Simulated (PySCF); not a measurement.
## Telling isomers of C8H9F3O apart by NMR

Method: structure optimised with GFN2-xTB, PBE0/pcSseg-1 with gauge-including orbitals, in PySCF 2.14 (relativity neglected, a single conformation, no solvent model, fast rotation and ring inversion assumed for equivalent nuclei).

Scale: 1H (31.72 ppm), 13C (186.93 ppm) against TMS (reference shieldings calculated alike). Splittings of carbon signals by F and P are missing where no couplings were computed. Where no couplings were computed, multiplicities follow the n + 1 count of equivalent neighbours, and m marks all less simple cases (inequivalent or close neighbours, rings, F or P nearby). Shifts are as computed. Against solution values, carbons near 30 ppm lie about +3 ppm off and those near 130 ppm about +5 ppm. Of 1211 compounds with measured shifts, 218 miss one by over three times the rms of a fit or turn the order of signals round; such compounds aren't used in these exercises.

(1) Tabulate the signals of `FC(F)(F)O[C@@]12C=C[C@@H](CC1)C2`, `C=C=C(CCC)C(=O)C(F)(F)F` and their relative energies.

(2) What is the quickest way to tell FC(F)(F)O[C@@]12C=C[C@@H](CC1)C2 from C=C=C(CCC)C(=O)C(F)(F)F?

## Answers

(1) 
```tsv
SMILES	carbon types	δC	δH	E rel. (kcal/mol)
FC(F)(F)O[C@@]12C=C[C@@H](CC1)C2	2×C 3×CH 3×CH2	146.8, 142.5, 131.0, 96.2, 56.4, 42.6, 33.0, 28.3	6.58 (d, 1H), 6.38 (m, 1H), 2.74 (m, 1H), 2.16 (m, 1H), 2.12 (m, 1H), 2.02 (m, 1H), 1.63 (m, 1H), 1.58 (m, 1H), 1.24 (m, 1H)	0.0
C=C=C(CCC)C(=O)C(F)(F)F	4×C 3×CH2 1×CH3	235.0, 188.5, 126.2, 107.1, 84.7, 34.6, 28.6, 17.0	5.68 (s, 2H), 2.24 (m, 2H), 1.41 (m, 2H), 1.09 (t, 3H)	27.7
```

Energies are electronic energies at PBE0/pcSseg-1 on these geometries, without zero-point or thermal terms, each for the one conformer computed, which needn't be the lowest.

(2) Both give the same number of carbon signals, but DEPT or the intensities differ. The first has an alkene CH at 146.8 ppm, the second a central carbon of an allene (C) at 235.0 ppm. In the proton spectra the most deshielded non-exchanging signals are 6.58 (d, 1H) and 5.68 (s, 2H).
